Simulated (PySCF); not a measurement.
## Ionisation energy of Sn(48+) by level of theory

Sn(48+) 1s2 (1S) → Sn(49+) 1s1 (2S), as a difference of total energies. Computed with PySCF 2.14 in an uncontracted even-tempered set (17 s from 98 bohr⁻², ratio 2.2; 7 p from 150 bohr⁻², ratio 2.4; 4 d from 440 bohr⁻², ratio 2.4; 3 f from 670 bohr⁻², ratio 2.4; 3 g from 1000 bohr⁻², ratio 2.4), with scalar relativity by spin-free X2C-1e. Correlated levels: nothing frozen; virtual orbitals above 40 to 60 times the deepest correlated orbital energy dropped. The calculations carry no spin-orbit coupling.

```
                 method  ionisation energy (eV)  difference from reference (eV)
                    UHF                 34311.4                           +54.3
    MP2 (all electrons)                 34313.0                           +55.9
SCS-MP2 (all electrons)                 34313.3                           +56.2
   CCSD (all electrons)                 34313.0                           +55.9
```

Reference: 34257.1 eV (theoretical estimate listed by NIST; NIST Atomic Spectra Database, ionization energies).

For this ion Breit and QED terms and the two-electron picture change, all absent here, outweigh the differences among the correlated methods.

With two correlated electrons CCSD is exact in that space.
